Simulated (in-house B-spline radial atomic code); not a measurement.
## Ionising Br⁸⁺ with different functionals

Computed with an all-electron radial atomic-structure program (B-spline basis): four-component Dirac-Coulomb Hamiltonian, Fermi nucleus of rms radius 4.1629 fm, spin-restricted, spherical fractional occupations for the functionals, and exact exchange of hybrids averaged over the configuration. The ionisation energy is the difference of two self-consistent energies, [Ar] 3d9 → [Ar] 3d8, without Breit or QED terms; ε is the level of the shell that loses the electron (mean over j). The electron is taken from both j subshells in proportion to 2j + 1, so the result is a j average, not the step between ground levels.

```tsv
method	rung	ΔSCF (eV)	-ε(3d) (eV)
B97-1	global hybrid	?	?
B3LYP	global hybrid	228.67	214.90
CAM-B3LYP	range-separated hybrid	?	?
wB97X	range-separated hybrid	228.22	217.32
```

Task: What does B97-1 give?

Result: ΔSCF 228.59 eV, and -ε(3d) = 215.03 eV.

Task: What does CAM-B3LYP give?

Result: ΔSCF 228.60 eV, and -ε(3d) = 216.88 eV.

Task: Among the functionals, which spreads more, the ΔSCF values or the orbital energies?

Result: The orbital energies: ΔSCF values span about 0.45 eV and the orbital energies 2.42 eV; here energy differences depend much less on the functional than eigenvalues do.

Task: How do they compare with the NIST value?

Result: NIST lists 224 eV ± 2.2 (tabulated theory, ground level to ground level). Errors run from +4.22 to +4.67 eV. The correlated functionals all miss on the same side by more than they spread, so the cause is common to them (Breit-QED terms, spin polarisation, the choice among j levels, multiplet and fine-structure energies, or a listed next ion that isn't the cheapest removal here) and closeness doesn't rank the functionals.
